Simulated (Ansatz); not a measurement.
Species: BIF, charge 0, doublet. BIF (SMILES F[B]I, doublet).
B3LYP-D3(BJ)/def2-TZVP minimum from Ansatz (an electronic-structure program):
```
B
F 1 1.2956
I 1 2.1532 2 123.66
```
Charge 0, spin multiplicity 2.

Wanted: atomisation energy (electronic, to ground-state atoms), in kcal/mol. Radicals and triplets start from unrestricted determinants; spin-orbit coupling is neglected. Cores are frozen in correlated methods (noble-gas shells, and filled d and f shells in the p block). Past Kr the def2 sets carry scalar-relativistic core potentials. CBS(X,Y): correlation extrapolated as X^-3, Hartree-Fock from the larger set. A bracket is a step between two methods taken in the basis named. For partners of very few electrons the exact lower level stands in for a higher one. Spin-orbit terms, left out, reach several kcal/mol for Br and I, and more for heavier atoms.

CCSD(T)/CBS(def2-TZVPP,def2-QZVPP) + [CCSDT(Q) - CCSD(T)]/def2-TZVPP (Ansatz) gives 216.5 kcal/mol.

Problem. What does PBE/def2-TZVPD (Ansatz) give here, and how do the other levels compare?

Solution. PBE gives 232.0 kcal/mol, 15.5 kcal/mol above it. Differences of the others: r2SCAN/def2-TZVPD (Ansatz) 11.0; wB97M-V/def2-TZVPD (Ansatz) 0.0; CCSD(T)/CBS(def2-TZVPP,def2-QZVPP) (Ansatz) -0.3 kcal/mol.
